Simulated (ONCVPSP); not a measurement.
# ruthenium (Ru): one change to an ONCV potential, before and after

ONCVPSP 4.0.1 input, shortened (lines: element, Z, core and valence counts, functional; n l f; lmax; l rc ep ncon nbas qcut; lloc lpopt rc5 dvloc0; l nproj debl; icmod fcfact rcfact), PBE, scalar-relativistic:

```
  Ru 44.00    6    3        4      upf
    1    0    2.00
    2    0    2.00
    2    1    6.00
    3    0    2.00
    3    1    6.00
    3    2   10.00
    4    0    2.00
    4    1    6.00
    4    2    5.00
    2
    0    1.15    0.00    4    7    4.80
    1    1.35    0.00    3    6    8.30
    2    1.40    0.00    4    7    6.70
    4    5    0.90   -1.00
    0    2    1.70
    1    2    1.10
    2    1    0.50
    0    0.00    0.00
```

In the s channel the program set the typed energies aside and used -4.082, 0.250 Ha. In the p channel the program set the typed energies aside and used -2.967, 0.250 Ha.

Change: p: nproj 1. In the s channel the program set the typed energies aside and used -4.082, 0.250 Ha.

Cutoffs: the cutoffs (Ha) at which the residual kinetic energy of the hardest occupied pseudo-wave falls to 1 and 0.1 mHa per electron; they do not see the model core or the augmentation charge, which bear on the density cutoff. Errors are all-electron minus pseudo energies relative to the spin-unpolarised reference configuration.

Q: What does the change do?

A: The potential gets neither clearly harder nor softer (92 Ha and 121 Ha → 92 Ha and 121 Ha); of the 4 tests that both files solve, the error grows in 4 and shrinks in 0 by more than 15 % and 0.3 meV (median size 9.3 → 11.7 meV); the range in which the p phases agree narrows (upper end 4.2 → 0.1); neither file shows a bound ghost.

```csv
quantity,base,changed
"cutoff, loose",92 Ha,92 Ha
"cutoff, tight",121 Ha,121 Ha
bound ghosts,none,none
GHOST(+) flags under 300 eV,s at 153.7 eV,s at 153.7 eV
"error for 4s2 4p6 4d7 5s1, meV [ΔE -56.10 eV]",+12,+15
"error for 4s2 4p6 4d7, meV [ΔE -48.81 eV]",+10,+14
"error for 4s2 4p6 4d6, meV [ΔE -30.62 eV]",+5.1,+6.6
"error for 4s2 4p6 4d6 5s1, meV [ΔE -45.99 eV]",+8.4,+9.7
s: phases at 1.17 bohr within 0.05 rad from the reference energy up to (Ha; the scan ends near 5),4.8,4.8
p: phases at 1.37 bohr within 0.05 rad from the reference energy up to (Ha; the scan ends near 5),4.2,0.1
d: phases at 1.42 bohr within 0.05 rad from the reference energy up to (Ha; the scan ends near 5),3.3,3.3
```
